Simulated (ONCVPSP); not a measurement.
**N (Z = 7): ONCV pseudisation with PW91, scalar-relativistic reference atom.**

N, optimised norm-conserving Vanderbilt (ONCV), made with ONCVPSP 4.0.1 (PW91, scalar-relativistic). Core [He], reference 2s2 2p2 (charge +1). Waves: 2s: rc 0.95 bohr, ncon 5, nbas 10, qcut 8.7 1/bohr, 3 projectors, debl 0.3 Ha; 2p: rc 1.25 bohr, ncon 4, nbas 8, qcut 8.5 1/bohr, 2 projectors, debl 3.6 Ha. Local part: polynomial inside 0.85 bohr (lpopt 5, dvloc0 6 Ha). Core correction: Teter function, fcfact 5.75, rcfact 1.5.

In the s channel the program set the typed energies aside and used -1.195, 0.250, 0.550 Ha.

Task: Estimate the cutoffs (Ha) at which the residual kinetic energy of the hardest occupied pseudo-wave falls to 1 and 0.1 mHa per electron.

Result: 31 Ha and 40 Ha.

Task: Does the potential have ghost states?

Result: Ghosts flagged at negative energy: s at -292.1 eV; GHOST(+) flags only above 600 eV. A true bound ghost makes a file unfit for plane-wave use.

Task: Tests: 2s2 2p3; 2s2 2p1; 2s2 2p0; 2s0 2p5. Which has the largest error in its energy relative to the reference configuration, and how large is it?

Result: 2s2 2p0, with +218 meV (all-electron minus pseudo) on +76.14 eV.
